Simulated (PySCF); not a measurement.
**TDDFT excited states: C4H10OSi**

Compound: C4H10OSi.
InChI=1S/C4H10OSi/c1-4(2)3-5-6/h1,3H2,2,6H3

Theory: TDDFT B3LYP/def2-SVPD, vertical, gas phase, core orbitals frozen in the response in PySCF 2.14.0, density-fitted response routines. Geometry: GFN2-xTB, one conformer, isolated molecule. Torsions of this conformer, `[CH2:1]=[C:2]([CH3:3])[CH2:4][O:5][SiH3:6]`: C1–C2–C4–O5 -120°, C2–C4–O5–Si6 179°.

```
state  λ (nm)  E (eV)       f  |μ| (D)  main configurations (H = HOMO, L = LUMO)
   S1   192.8    6.43   0.060     1.57                    H→L (73%), H→L+1 (20%)
   S2   187.1    6.63  0.0028     0.34                               H-1→L (91%)
   S3   177.7    6.98   0.056     1.45     H→L+2 (46%), H→L+1 (20%), H→L+3 (17%)
   S4   174.1    7.12  0.0045     0.41                               H-2→L (89%)
   S5   172.5    7.19   0.026     0.99                 H-1→L+1 (73%), H→L+1 (8%)
   S6   167.9    7.39   0.174     2.49   H→L+3 (39%), H→L+1 (32%), H-1→L+1 (15%)
   S7   165.7    7.48   0.133     2.16      H→L+2 (39%), H→L+3 (34%), H→L+1 (9%)
   S8   162.4    7.64   0.018     0.79                             H-2→L+1 (71%)
```

Triplets (Tamm–Dancoff): T1 4.49 eV, H→L (54%), H→L+1 (37%); T2 6.35 eV, H-1→L (74%), H→L (10%), H→L+1 (10%); T3 6.48 eV, H→L+1 (47%), H→L (29%), H-1→L (18%).

The lowest singlet lies at 6.43 eV (193 nm, vacuum ultraviolet) and is of moderate strength; its leading configuration is HOMO→LUMO (73%). The most intense listed level is S6 at 7.39 eV (168 nm, f = 0.174), 0.96 eV above S1. Löwdin shares by element: HOMO carbon 84% (atoms not listed hold the other 16%); LUMO carbon 37% or more, silicon 21% (atoms not listed hold the other 43%). The oscillator strengths of these states sum to 0.475; summed over the whole spectrum of an exact calculation they would give the number of electrons, 56 (Thomas–Reiche–Kuhn). Orbital energies (eV): HOMO-3 -9.46, HOMO-2 -8.46, HOMO-1 -7.94, HOMO -7.22, LUMO -0.26, LUMO+1 0.25, LUMO+2 0.59. Weighted by f, the mean energy of these states is 7.23 eV. Singlets were solved by full linear response, triplets in the Tamm–Dancoff approximation.
